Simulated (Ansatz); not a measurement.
Molecule: sum formula H2SiO2F (charge 0, doublet). It need not be the lowest isomer of its formula. SMILES: O[Si](O)F
Geometry from a B3LYP-D3(BJ)/def2-TZVP (Ansatz, a first-principles code) optimisation:
```
Si
F 1 1.6015
O 1 1.6364 2 105.43
H 3 0.9619 1 117.75 2 -163.90
O 1 1.6456 2 111.16 3 -116.55
H 5 0.9617 1 118.47 2 -70.18
```
Charge 0, spin multiplicity 2.

Property: atomisation energy (electronic, to ground-state atoms), in kcal/mol. Valence correlation only, unless marked. Open shells are spin-unrestricted. Spin-orbit coupling is left out. No relativistic terms. The coupled-cluster limit lacks core correlation, which all-electron functionals hold. CBS(X,Y): correlation extrapolated as X^-3; Hartree-Fock from the larger set (for Q and 5 zeta extrapolated as (X+1)exp(-9√X)).

```
level                                        program  atomisation energy (kcal/mol)
------------------------------------  --------------  -----------------------------
PBE-D3(BJ)/def2-TZVPD                 Ansatz + dftd3                          578.2
r2SCAN/def2-TZVPD                             Ansatz                              …
PBE0-D3(BJ)/def2-TZVPD                Ansatz + dftd3                          559.2
SCS-MP2/STO-3G                                Ansatz                          372.8
SCS-MP2/cc-pV(T+d)Z                           Ansatz                          564.0
CCSD/cc-pV(T+d)Z                              Ansatz                              …
CCSD/def2-TZVPP                               Ansatz                          542.0
CCSD(T)/CBS(cc-pV(Q+d)Z,cc-pV(5+d)Z)          Ansatz                          573.8
```

Problem. Complete the blanks.

Solution. 
- r2SCAN/def2-TZVPD, atomisation energy (kcal/mol): 571.1
- CCSD/cc-pV(T+d)Z, atomisation energy (kcal/mol): 540.4
